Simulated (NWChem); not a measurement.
AlH2SeOF; SMILES [F][Al]([OH])[SeH]

```xyz
6

Al    -0.0054    -0.9761     0.0000
F     -1.4413    -1.8122     0.0000
O      1.4784    -1.7834     0.0000
H      1.6103    -2.7328     0.0000
Se    -0.0534     1.3135     0.0000
H      1.4184     1.3415     0.0000
```
Atoms are numbered in this order, from 1.

Program: NWChem. Medium grid unless said otherwise, to which SCAN and Minnesota functionals are sensitive. Geometry: optimised at PBE0/def2-SVP.

For level r2SCAN/def2-TZVP:

| Property | Value |
|---|---|
| highest occupied level (eV) | -6.69 |
| orbital gap (eV) | 5.45 |

Q: How do the values read with level B3LYP/def2-TZVP instead?

A: 
- highest occupied level (eV): -7.30
- orbital gap (eV): 6.15
